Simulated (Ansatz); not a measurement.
Geometry optimisation, RKS PBE-D4/def2-SVP in Ansatz 0.2.0.

input.yaml

```yaml
crystal:
  periodic: [false, false, false]
  atoms:
    - { symbol: Ga, position_ang: [0.0, 0.0, 0.0] }
    - { symbol: C, position_ang: [1.4139, 0.0, 1.6593] }
    - { symbol: H, position_ang: [0.4143, -0.3092, 2.0298] }
    - { symbol: H, position_ang: [2.1815, -0.7111, 2.0298] }
    - { symbol: H, position_ang: [1.6459, 1.0203, 2.0298] }
    - { symbol: H, position_ang: [1.7614, 0.0, 0.174] }
    - { symbol: H, position_ang: [-1.3596, 0.0, -0.785] }
basis:
  gaussian: { orbitals: def2-SVP }
hamiltonian:
  xc: pbe
  dispersion: d4
relax:
  f_tol: 0.15
  max_steps: 25
  restrain:
    - { distance: [1, 5], at: 1.11, k: 30.0 }
    - { distance: [0, 1], at: 3.18, k: 30.0 }
    - { distance: [0, 5], at: 2.77, k: 30.0 }
output:
  orbitals: {}
```

Command:

```bash
$ ansatz run input.yaml --threads 1 --pin off --max-ram 2048MiB --backend cpu --events-out ev --progress --plain --runs-dir out
```

Problem. Where does it end, and by what steps?

Solution. The run converged. The restraints hold the end off the free minimum. The force dipped under the threshold on the way, but the program's further checks kept it going. After 12 steps the energy has fallen by 4.584 eV (the restraints' own energy left out); Ga1 moved furthest, 1.10 Å. Parted: Ga1–C2 (2.18 → 3.18 Å). Joined: C2–H6 (1.53 → 1.11 Å).

```json
{"step": "0", "energy less start (eV)": "0.0000", "largest force component (eV/Å)": "3.355", "accepted": "yes"}
{"step": "1", "energy less start (eV)": "-0.1428", "largest force component (eV/Å)": "5.755", "accepted": "yes"}
{"step": "2", "energy less start (eV)": "-0.5466", "largest force component (eV/Å)": "9.251", "accepted": "yes"}
{"step": "3", "energy less start (eV)": "-1.8564", "largest force component (eV/Å)": "8.526", "accepted": "yes"}
{"step": "4", "energy less start (eV)": "-3.3409", "largest force component (eV/Å)": "4.650", "accepted": "yes"}
{"step": "5", "energy less start (eV)": "-4.2263", "largest force component (eV/Å)": "1.387", "accepted": "yes"}
{"step": "6", "energy less start (eV)": "-4.3929", "largest force component (eV/Å)": "0.511", "accepted": "yes"}
{"step": "7", "energy less start (eV)": "-4.4565", "largest force component (eV/Å)": "0.419", "accepted": "yes"}
{"step": "8", "energy less start (eV)": "-4.4952", "largest force component (eV/Å)": "0.323", "accepted": "yes"}
{"step": "9", "energy less start (eV)": "-4.5347", "largest force component (eV/Å)": "0.253", "accepted": "yes"}
{"step": "10", "energy less start (eV)": "-4.5644", "largest force component (eV/Å)": "0.145", "accepted": "yes"}
{"step": "11", "energy less start (eV)": "-4.5799", "largest force component (eV/Å)": "0.165", "accepted": "yes"}
{"step": "12", "energy less start (eV)": "-4.5839", "largest force component (eV/Å)": "0.044", "accepted": "yes"}
```

```xyz
7
Properties=species:S:1:pos:R:3
Ga -0.141 0.025 -1.090
C 1.514 -0.024 1.627
H 0.506 -0.483 1.630
H 2.135 -0.505 2.407
H 1.417 1.057 1.843
H 2.010 -0.162 0.645
H -1.384 0.092 0.075
```

Run time: 15 s on 1 thread of Intel(R) Xeon(R) Platinum 8488C (Sapphire Rapids) (shared host), peak memory 0.15 GiB.
